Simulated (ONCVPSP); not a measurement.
## Before and after: ONCV potential for germanium (Ge)

- Element: germanium
- Generator: ONCVPSP 4.0.1
- Type: optimised norm-conserving Vanderbilt (ONCV)
- Functional: revPBE
- Relativity: scalar-relativistic
- Frozen core: [Ar] 3d10
- Valence charge: 4
- Reference configuration: 4s2 4p2
- Partial waves: 4s: rc 1.35 bohr, ncon 3, nbas 7, qcut 4.3 1/bohr, 3 projectors, debl 0.8 Ha; 4p: rc 2.20 bohr, ncon 4, nbas 8, qcut 3.2 1/bohr, 2 projectors, debl 3.3 Ha
- Local potential: polynomial inside 0.85 bohr (lpopt 4, dvloc0 2 Ha)
- Core correction: none

All-electron outer shells of the reference configuration (revPBE, scalar-relativistic, ld1.x):

```
shell  level (eV)  outermost node (bohr)  outermost maximum (bohr)
   3p     -115.62                   0.23                      0.54
   3d      -29.26                      –                      0.50
   4s      -11.67                   0.77                      1.75
   4p       -3.85                   0.82                      2.22
```

Change: p: debl 0.7.

Cutoffs: the cutoffs (Ha) at which the residual kinetic energy of the hardest occupied pseudo-wave falls to 1 and 0.1 mHa per electron; they do not see the model core or the augmentation charge, which bear on the density cutoff. Errors are all-electron minus pseudo energies relative to the spin-unpolarised reference configuration.

Q: Predict the effect on cutoff, ghosts and configuration errors.

A: The potential gets neither clearly harder nor softer (8.5 Ha and 47 Ha → 8.5 Ha and 47 Ha); both files keep a bound ghost (s); the errors of the 4 common tests hardly move; the range in which the p phases agree narrows (upper end 4.9 → 2.5).

| quantity | base | changed |
| --- | --- | --- |
| cutoff, loose | 8.5 Ha | 8.5 Ha |
| cutoff, tight | 47 Ha | 47 Ha |
| bound ghosts | s | s |
| GHOST(+) flags under 300 eV | p at 148.1 eV | p at 106.8 eV |
| error for 4s2 4p1, meV [ΔE 7.39 eV] | -9.4 | -9.6 |
| error for 4s2 4p0, meV [ΔE 22.74 eV] | -54 | -54 |
| error for 4s1 4p0, meV [ΔE 57.36 eV] | -114 | -115 |
| error for 4s1 4p3, meV [ΔE 7.95 eV] | +9.2 | +9.3 |
| s: phases at 1.37 bohr within 0.05 rad from the reference energy up to (Ha; the scan ends near 5) | to the end of the scan | to the end of the scan |
| p: phases at 2.23 bohr within 0.05 rad from the reference energy up to (Ha; the scan ends near 5) | 4.9 | 2.5 |

Base: The cutoffs count occupied waves only; projector 2 of the p channel, the hardest unoccupied one, needs 30 Ha at the loose tolerance. A true bound ghost makes a file unfit for plane-wave use even where its test errors are small: the radial tests pick states by their node count and pass the ghost by.
